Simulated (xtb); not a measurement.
Job for xtb: GFN2-xTB on CH4BI (SMILES CBI), a point of a torsion scan.

```
$ xtb mol.xyz --gfn 2 --sp --chrg 0 --uhf 0
7

C     -0.74002471    -0.17877195     0.00926357
B      0.69741905     0.27044243     0.42995768
I      1.07524542     1.17315145     2.28575959
H     -1.04722325     0.34356931    -0.89904098
H     -1.51247597    -0.01794329     0.75853970
H     -0.74955195    -1.23711238    -0.25732254
H      1.60584981     0.11491043    -0.29120480
```

### Question
What total energy does the run end on?

### Answer
-9.2510 hartree.
